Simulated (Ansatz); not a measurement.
Species: SiNH3F, charge 0, doublet. SiNH3F (SMILES [NH][SiH2]F, doublet).
B3LYP-D3(BJ)/def2-TZVP minimum from Ansatz (a quantum-chemistry and plane-wave program):
```xyz
6

Si     0.0951    -0.3835     0.1858
F     -1.3279     0.3534     0.3021
N      1.2921     0.4378    -0.7466
H      0.6381    -0.5209     1.5526
H     -0.1321    -1.6895    -0.4657
H      1.0694     1.3338    -1.1805
```
Charge 0, spin multiplicity 2.

Atomisation energy term by term, kcal/mol (programs: Ansatz). Radicals and triplets start from unrestricted determinants; spin-orbit coupling is neglected. Cores are frozen in correlated methods. Rows without X2C or -DK are non-relativistic. CBS(X,Y): correlation extrapolated as X^-3, Hartree-Fock from the larger set. A bracket is a step between two methods taken in the basis named. 'core' is core correlation in cc-pwCVTZ (1s frozen past Ne), 'X2C' scalar relativity in cc-pVTZ-DK, both at CCSD(T). Where a partner has so few electrons that a lower coupled-cluster level is exact, that level stands in.

```csv
term,basis,kcal/mol
Hartree-Fock,cc-pV(Q+d)Z,332.85
CCSD correlation,"CBS(cc-pV(T+d)Z,cc-pV(Q+d)Z)",124.06
(T),"CBS(cc-pV(T+d)Z,cc-pV(Q+d)Z)",6.72
CCSDT(Q) - CCSD(T),cc-pV(D+d)Z,0.60
core correlation,cc-pwCVTZ,0.35
scalar relativity,"X2C, cc-pVTZ-DK",-1.13
sum: De,,463.5
```
